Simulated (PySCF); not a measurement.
Geometry (Å), atoms numbered from 1 in this order:
```xyz
19

C     4.5047   -0.9183   -0.3436
C     3.1554   -0.4441   -0.5563
C     2.0268   -0.0577   -0.7237
Si    0.3253    0.5621   -1.0595
O    -0.3129    0.4300    0.4592
C    -1.5936    0.6809    0.7945
C    -2.5934   -0.4836    0.6263
C    -3.2584    0.4456   -0.3825
F    -3.2169   -0.0200   -1.6675
O    -2.3252    1.4625   -0.1661
H     4.8162   -1.5368   -1.1853
H     5.1869   -0.0732   -0.2537
H     4.5528   -1.5108    0.5697
H    -0.3642   -0.3147   -2.0110
H     0.3227    1.9600   -1.4871
H    -1.6163    1.1719    1.7776
H    -2.1451   -1.3626    0.1716
H    -3.1812   -0.7468    1.4989
H    -4.2935    0.7649   -0.2074
```

One averaged value for each set of equivalent atoms, isolated molecule, a single conformation, relativity neglected. PBE0/pcSseg-1 with gauge-including orbitals; coordinates at the GFN2-xTB level; PySCF 2.14.0 with density-fitted response routines.

**Question.** Predict the 2D correlation tables (HSQC, COSY, HMBC).

**Answer.** 

HSQC (one-bond C–H):
```
                δH          δC
        5.97 (H19)  109.7 (C8)
        5.79 (H16)   96.3 (C6)
        3.09 (H18)   44.6 (C7)
        2.54 (H17)   44.6 (C7)
2.08 (H11/H12/H13)    5.9 (C1)
```

COSY cross peaks (H two or three bonds apart, from the bond graph; peaks can be absent where the dihedral angle is near 90°):
```
        δH          δH
5.97 (H19)  3.09 (H18)
5.97 (H19)  2.54 (H17)
5.79 (H16)  3.09 (H18)
5.79 (H16)  2.54 (H17)
5.38 (H14)  5.15 (H15)
3.09 (H18)  2.54 (H17)
```

HMBC (two and three bonds, from the bond graph):
```
                δH                                δC
        5.97 (H19)              96.3 (C6), 44.6 (C7)
        5.79 (H16)             109.7 (C8), 44.6 (C7)
        5.38 (H14)  111.9 (C2), 96.3 (C6), 84.2 (C3)
        5.15 (H15)  111.9 (C2), 96.3 (C6), 84.2 (C3)
        3.09 (H18)             109.7 (C8), 96.3 (C6)
        2.54 (H17)             109.7 (C8), 96.3 (C6)
2.08 (H11/H12/H13)             111.9 (C2), 84.2 (C3)
```

References, each an isolated molecule treated in the same way: $^{1}$H and $^{13}$C vs TMS.

Shifts are as computed. Against solution values, carbons near 30 ppm lie about +3 ppm off and those near 130 ppm about +5 ppm. Of 1309 compounds with measured shifts, 239 miss one by over three times the rms of a fit or turn the order of signals round; such compounds aren't used in these exercises.
